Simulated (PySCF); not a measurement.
Compound: C₆H₄NS (charge +1).
Numbering: `[N:1]#[C:2][c:3]1[cH:4][cH:5][cH:6][cH:7][s+:8]1` (hydrogens: H9 on C4; H10 on C5; H11 on C6; H12 on C7)

The same species was optimised twice, with GFN2-xTB and with PBE0-D3(BJ)/def2-SVP (PySCF), and the same property calculations (PySCF, gas phase) were run on both structures.

| coordinate | GFN2-xTB | PBE0-D3(BJ)/def2-SVP | change |
| --- | --- | --- | --- |
| N1≡C2 (Å) | 1.143 | 1.159 | +0.016 |
| C7–S8 (Å) | 1.691 | 1.682 | -0.009 |
| C6–C7 (Å) | 1.374 | 1.382 | +0.008 |
| C4–C5 (Å) | 1.389 | 1.397 | +0.008 |
| C3–S8 (Å) | 1.714 | 1.708 | -0.006 |
| C3–C4 (Å) | 1.385 | 1.391 | +0.006 |
| C2–C3 (Å) | 1.418 | 1.423 | +0.005 |
| C5–C6 (Å) | 1.394 | 1.398 | +0.004 |
| C2–C3–C4 (°) | 120.3 | 121.9 | +1.6 |
| C3–S8–C7 (°) | 102.3 | 103.4 | +1.1 |
| C2–C3–S8 (°) | 115.7 | 114.7 | -1.0 |
| C4–C3–S8 (°) | 124.0 | 123.4 | -0.6 |
| C5–C6–C7 (°) | 122.9 | 122.3 | -0.6 |
| N1–C2–C3 (°) | 179.4 | 179.9 | +0.5 |
| C4–C5–C6 (°) | 122.8 | 123.2 | +0.4 |
| C6–C7–S8 (°) | 125.1 | 124.9 | -0.2 |

Rotational constants: A = 3742, B = 1471, C = 1056 MHz (GFN2-xTB) against A = 3777, B = 1454, C = 1050 MHz (PBE0-D3(BJ)/def2-SVP). Point groups within 0.08 Å: Cs and Cs.

On the GFN2-xTB structure: lowest singlet, TDDFT (eV) 4.41 [CAM-B3LYP/def2-SVPD]; isotropic polarisability (au) 84.9 [CAM-B3LYP/def2-SVPD]; HOMO (eV) -14.86 [CAM-B3LYP/def2-SVPD]; LUMO (eV) -7.69 [CAM-B3LYP/def2-SVPD].

Q: What do these properties become on the PBE0-D3(BJ)/def2-SVP structure?

A: 
```csv
property,level,on GFN2-xTB,on PBE0-D3(BJ)/def2-SVP,change
"lowest singlet, TDDFT (eV)",CAM-B3LYP/def2-SVPD,4.41,4.41,0.00
isotropic polarisability (au),CAM-B3LYP/def2-SVPD,84.9,85.9,+1.0
HOMO (eV),CAM-B3LYP/def2-SVPD,-14.86,-14.81,+0.05
LUMO (eV),CAM-B3LYP/def2-SVPD,-7.69,-7.65,+0.04
"energy, GFN2-xTB geometry as zero (kcal/mol)",CAM-B3LYP/def2-SVPD,0.0,-0.5,-0.5
```

The heavy atoms differ by 0.024 Å rms after alignment. Among bonds between heavy atoms N1≡C2 changes most (+0.016 Å). Changes are differences of the printed values. Neither structure is proved a minimum here. Isolated species at its PBE0-D3(BJ)/def2-SVP geometry, gas phase.
